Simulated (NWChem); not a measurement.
Molecule: AlSiH4O3Cl; SMILES [OH][Al]([OH])[O][SiH2]Cl

```xyz
10

Si    -0.2966    -1.4686    -0.8871
Cl     0.2639    -2.4956     0.8247
O      0.0298     0.1184    -0.6971
Al     0.0158     1.6562     0.0242
O     -1.4406     2.2324     0.6586
O      1.4076     2.6149     0.0830
H     -1.7509    -1.7058    -1.0854
H      0.5006    -2.0187    -2.0144
H     -1.5338     3.0906     1.0746
H      2.2717     2.3650    -0.2461
```
Atoms are numbered in this order, from 1.

Program: NWChem. Geometry: optimised at PBE0/def2-SVP. Total energies compare along this basis series because the functional is fixed.

```json
[
 {"level": "PBE/3-21G", "basis functions": "74", "energy (Ha)": "-1213.3470", "highest occupied level (eV)": "-6.51", "orbital gap (eV)": "5.32", "dipole (D)": "2.93", "relative time": "1"},
 {"level": "PBE/pcseg-1", "basis functions": "116", "energy (Ha)": "-1219.6667", "highest occupied level (eV)": "-7.33", "orbital gap (eV)": "5.72", "dipole (D)": "2.15", "relative time": "3"},
 {"level": "PBE/aug-pcseg-1", "basis functions": "186", "energy (Ha)": "-1219.6947", "highest occupied level (eV)": "-7.35", "orbital gap (eV)": "5.44", "dipole (D)": "1.92", "relative time": "10"},
 {"level": "PBE/pcseg-2", "basis functions": "248", "energy (Ha)": "-1219.9226", "highest occupied level (eV)": "-7.33", "orbital gap (eV)": "5.65", "dipole (D)": "1.99", "relative time": "20"},
 {"level": "PBE/def2-TZVPP", "basis functions": "275", "energy (Ha)": "-1219.9004", "highest occupied level (eV)": "-7.27", "orbital gap (eV)": "5.66", "dipole (D)": "1.93", "relative time": "20"}
]
```

Times are rough ratios from one shared machine.
